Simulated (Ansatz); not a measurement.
```yaml
crystal:
  periodic: [false, false, false]
  atoms:
    - {symbol: C, position_ang: [0.971154, 1.565532, -1.375928]}
    - {symbol: C, position_ang: [0.341296, 0.679565, -0.657546]}
    - {symbol: C, position_ang: [-0.231625, -0.200397, 0.089244]}
    - {symbol: O, position_ang: [-1.517253, -0.811963, 0.021449]}
    - {symbol: Si, position_ang: [-0.646096, -1.391827, 1.338454]}
    - {symbol: H, position_ang: [0.890114, 2.628194, -1.164845]}
    - {symbol: H, position_ang: [1.592520, 1.274206, -2.218204]}
    - {symbol: H, position_ang: [-0.189942, -2.795355, 1.270826]}
    - {symbol: H, position_ang: [-1.121668, -0.994254, 2.679451]}
basis:
  gaussian: {orbitals: cc-pVDZ}
total_charge: 4
hamiltonian: {xc: {name: B3LYP5}}
output: {forces: true}
```

```sh
$ ansatz run in.yaml --threads 2 --pin off --events-out ev --progress --plain --max-ram 4352MiB
```

It prints (some lines left out):

```
Functional definition: B3LYP5
879 factors; integrals over basis functions are off by at most 1.0e-3 eV
mean field evaluation 1: about -12917.4118 eV, gradient 1.6e2 eV
mean field evaluation 2: about -12273.4628 eV, gradient 3.9e2 eV
mean field evaluation 4: about -12995.2947 eV, gradient 7.7e1 eV
mean field evaluation 8: about -13017.2856 eV, gradient 1.1e1 eV
mean field evaluation 16: about -13017.8479 eV, gradient 3.5e-1 eV
mean field -13017.88549043 eV, -478.3984679335 hartree, gradient 2.1e-5 eV, S^2 0.000000; 4 other end points of the search recorded, 0 dependent functions left out
reference -13017.88571296 eV, -478.3984761114 hartree; 20, 20 occupied and 74, 74 virtual orbitals, 879 factors
Total energy: -13017.88571296 eV, -478.3984761114 hartree
Atom 0 at     0.971154     1.565532    -1.375928 Å, force     1.093157     1.171022    -1.047463 eV/Å
Atom 1 at     0.341296     0.679565    -0.657546 Å, force    -0.279868    -0.086187     0.422675 eV/Å
Atom 2 at    -0.231625    -0.200397     0.089244 Å, force    -5.318964     0.023922    -3.105686 eV/Å
Atom 3 at    -1.517253    -0.811963     0.021449 Å, force     3.186079     3.066448    -1.033848 eV/Å
Atom 4 at    -0.646096    -1.391827     1.338454 Å, force    -0.107718    -5.899613     4.083345 eV/Å
Atom 5 at     0.890114     2.628194    -1.164845 Å, force    -0.549163     3.044487    -0.281653 eV/Å
Atom 6 at     1.592520     1.274206    -2.218204 Å, force     2.344657    -0.330244    -1.958782 eV/Å
Atom 7 at    -0.189942    -2.795355     1.270826 Å, force     0.340033    -2.262225    -0.029113 eV/Å
Atom 8 at    -1.121668    -0.994254     2.679451 Å, force    -0.708214     1.272391     2.950525 eV/Å
Dipole moment:     1.114287     0.806796    -0.097261 e Å
```

In this input the charge is far from anything that the molecule holds. The run converged. The result belongs to that input, not to the molecule as meant.
